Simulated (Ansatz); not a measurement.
BrClH4N2Si, SMILES `N[Si](N)(Cl)Br`. Charge 0, multiplicity 1.

Cartesian coordinates in Å:
```
N -0.8780 -0.7332 -0.9368
Si 0.1202 -0.2591 0.3420
N 0.5180 1.3715 0.1521
Cl -0.9298 -0.7632 2.0363
Br 2.0837 -1.2965 0.5127
H -0.5751 -0.5873 -1.8865
H -1.4726 -1.5401 -0.8432
H -0.2116 2.0576 0.0417
H 1.3453 1.7502 0.5818
```

**Question.** What are the harmonic wavenumbers in cm⁻¹ at PBE0-D4/def2-TZVP (Ansatz, finite differences of forces, unscaled)? (An estimate is asked.)

**Answer.** The calculation gave: 136, 173, 233, 239, 258, 275, 389, 409, 411, 444, 536, 833, 838, 891, 963, 1569, 1574, 3607, 3608, 3707, 3710.

**Question.** Is this a minimum?

**Answer.** Yes, all 21 modes are real.

**Question.** Give the ideal-gas thermochemistry at 298.15 K and 1 bar (rigid rotor, harmonic oscillator; point group C1, symmetry number 1).

**Answer.** Zero-point energy 148.4 kJ/mol; H(298) − E = 171.0 kJ/mol; entropy 365.4 J/(mol·K), of which translation 173.3, rotation 120.9, vibration 71.2; G(298) − E = 62.1 kJ/mol.

**Question.** And at 400, 500, 600, 800 and 1000 K?

**Answer.** 
```
T (K)  H − E (kJ/mol)  S (J/mol/K)  G − E (kJ/mol)
  400           183.7        401.9            22.9
  500           197.4        432.5           -18.8
  600           212.0        459.0           -63.4
  800           242.9        503.5          -159.8
 1000           275.8        540.1          -264.3
```

**Question.** Rotational constants (cm⁻¹)?

**Answer.** 0.08588, 0.04242, 0.0365.
